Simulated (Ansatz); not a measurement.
Geometry optimisation, RKS BHLYP-D4/def2-mTZVP (Ansatz).

The input (input.yaml):

```yaml
crystal:
  periodic: [false, false, false]
  atoms:
    - { symbol: C, position_ang: [-0.8901, -1.0655, -0.5521] }
    - { symbol: C, position_ang: [0.1752, -0.0947, -0.1861] }
    - { symbol: Br, position_ang: [1.6925, -0.3363, -1.2335] }
    - { symbol: C, position_ang: [0.1218, 0.8222, 0.7972] }
    - { symbol: S, position_ang: [-1.10774, 1.18463, 1.85858] }
    - { symbol: H, position_ang: [-1.8306, -0.8442, 0.0504] }
    - { symbol: H, position_ang: [-1.2044, -0.8669, -1.6046] }
    - { symbol: H, position_ang: [-0.5968, -2.0479, -0.4401] }
    - { symbol: H, position_ang: [1.09231, 1.45504, 0.96296] }
    - { symbol: H, position_ang: [-2.01114, 0.34577, 1.4005] }
basis:
  gaussian: { orbitals: def2-mTZVP }
hamiltonian:
  xc: { name: BHLYP }
  dispersion: d4
relax:
  f_tol: 0.015
  max_steps: 40
```

Command:

```bash
$ ansatz run input.yaml --threads 2 --pin off --max-ram 3072MiB --backend cpu --events-out ev --progress --plain --runs-dir out
```

Question: Where does it end, and by what steps?

Answer: The forces met the threshold. After 6 steps the energy has fallen by 0.509 eV; H10 moved furthest, 0.14 Å.

| step | energy less start (eV) | largest force component (eV/Å) | accepted |
| --- | --- | --- | --- |
| 0 | 0.0000 | 4.526 | yes |
| 1 | -0.4240 | 1.873 | yes |
| 2 | -0.4696 | 0.706 | yes |
| 3 | -0.5005 | 0.345 | yes |
| 4 | -0.5084 | 0.116 | yes |
| 5 | -0.5088 | 0.016 | yes |
| 6 | -0.5088 | 0.010 | yes |

```xyz
10
Properties=species:S:1:pos:R:3
C -0.923 -1.043 -0.587
C 0.153 -0.107 -0.177
Br 1.754 -0.308 -1.215
C 0.164 0.810 0.768
S -1.104 1.269 1.906
H -1.820 -0.905 0.001
H -1.179 -0.895 -1.629
H -0.600 -2.070 -0.472
H 1.042 1.407 0.927
H -2.047 0.395 1.532
```

Whether the end is a true minimum wasn't checked by a vibrational analysis.

Run time: 22 s on 2 threads of Intel(R) Xeon(R) 6975P-C (Granite Rapids), on a shared host, peak memory 0.35 GiB.
